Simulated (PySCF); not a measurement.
Some computed properties have been withheld. Give your best values.

Compound: FH9OSi4.
Numbering: `[OH:1][Si@@H:2]([SiH3:3])[Si@H:4]([F:5])[SiH3:6]` (hydrogens: H7 on O1; H8 on Si2; H9, H10, H11 on Si3; H12 on Si4; H13, H14, H15 on Si6)

Conformer (atom-mapped SMILES and torsion angles): `[OH:1][Si@@H:2]([SiH3:3])[Si@H:4]([F:5])[SiH3:6]`: O1–Si2–Si4–F5 27°, H–O1–Si2–Si3 -173°.

```json
{"property": "point group of the GFN2-xTB geometry", "level": "GFN2-xTB", "value": "C1"}
{"property": "rotational constants A, B, C of the GFN2-xTB geometry", "level": "GFN2-xTB", "value": "?"}
{"property": "dipole moment", "level": "B3LYP/def2-SVPD", "value": "?"}
{"property": "HOMO energy", "level": "B3LYP/def2-SVPD", "value": "?"}
{"property": "LUMO energy", "level": "B3LYP/def2-SVPD", "value": "-1.83 eV"}
{"property": "lowest singlet excitation", "level": "TDDFT B3LYP/def2-SVPD", "value": "?"}
{"property": "strongest line among the 8 lowest singlet transitions", "level": "TDDFT B3LYP/def2-SVPD", "value": "S7 at 6.74 eV (184 nm, f = 0.240)"}
{"property": "lowest triplet excitation (Tamm–Dancoff)", "level": "TDA B3LYP/def2-SVPD", "value": "4.28 eV"}
{"property": "static isotropic polarisability", "level": "B3LYP/def2-SVPD", "value": "120.1 au"}
{"property": "electronic spatial extent ⟨r²⟩ about the centre of nuclear charge", "level": "B3LYP/def2-SVPD", "value": "1751 bohr²"}
{"property": "1H chemical shifts (computed TMS as zero) by class", "level": "GIAO PBE0/pcSseg-1", "value": "6.21 (H8), 6.10 (H12), 3.57 (H13/H14/H15), 3.48 (H9/H10/H11), 0.79 (H7) ppm"}
{"property": "isotropic shieldings of nuclei other than C and H, by class", "level": "GIAO PBE0/pcSseg-1", "value": "348 (O1), 453 (F5), 325 (Si4), 369 (Si2), 466 (Si3), 468 (Si6) ppm"}
```

Gas-phase values; electronic properties from PySCF, density fitting. Isolated species at its GFN2-xTB geometry (one conformer only). NMR classes are plain means over equivalent atoms (diastereotopic ones count apart unless rotation or inversion swaps them), as if these changed places fast; in this geometry the members of some classes differ.

(1) What is the lowest singlet excitation?

(2) Give the dipole moment.

(3) The HOMO energy?

(4) What are the rotational constants A, B, C of the GFN2-xTB geometry?

## Answers

(1) 4.78 eV (260 nm, f = 0.003).

(2) 0.81 D.

(3) -7.61 eV.

(4) 1.773, 0.893, 0.667 GHz.

A dipole of 0.81 D is allowed in C1, and pure rotational transitions are dipole-allowed. The polarisability is 17.79 Å³ as a volume (1 au = 0.148185 Å³), or 1.46 au for each of the 82 electrons. The vertical singlet–triplet gap S1 − T1 is 0.50 eV (TDDFT singlet less Tamm–Dancoff triplet; S1: HOMO→LUMO, weight 0.99; T1: HOMO→LUMO, weight 0.97). In atomic units the dipole is 0.32 e·bohr (1 au = 2.5417 D).
